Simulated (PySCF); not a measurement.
Polarisability and C₆ of B²⁺ (boron, charge +2)

[He] 2s1, 2S determinant. All numbers are calculated (PySCF 2.14, the non-relativistic Hamiltonian (point nucleus), in aug-cc-pV5Z). Coupled (time-dependent) response in atomic units; α is the mean over directions.

| method | mean α (bohr³) | C₆ (like pair) | S(−4) |
| --- | --- | --- | --- |
| wB97X-V | 7.250 | 9.897 | 126.3 |

S(−4) is the Cauchy moment in α(ω) = α(0) + S(−4) ω² + …

α(iu) at wB97X-V:

```json
{"u (hartree)": "0", "α(iu) (bohr³)": "7.250"}
{"u (hartree)": "0.0500", "α(iu) (bohr³)": "6.948"}
{"u (hartree)": "0.100", "α(iu) (bohr³)": "6.182"}
{"u (hartree)": "0.200", "α(iu) (bohr³)": "4.329"}
{"u (hartree)": "0.300", "α(iu) (bohr³)": "2.941"}
{"u (hartree)": "0.500", "α(iu) (bohr³)": "1.537"}
{"u (hartree)": "0.750", "α(iu) (bohr³)": "0.8594"}
{"u (hartree)": "1.00", "α(iu) (bohr³)": "0.5614"}
{"u (hartree)": "1.50", "α(iu) (bohr³)": "0.3047"}
{"u (hartree)": "2.00", "α(iu) (bohr³)": "0.1964"}
{"u (hartree)": "3.00", "α(iu) (bohr³)": "0.1061"}
{"u (hartree)": "5.00", "α(iu) (bohr³)": "0.05011"}
```

For an ion, C₆ is the dispersion term alone; charge-induced terms of lower order in 1/R come first.
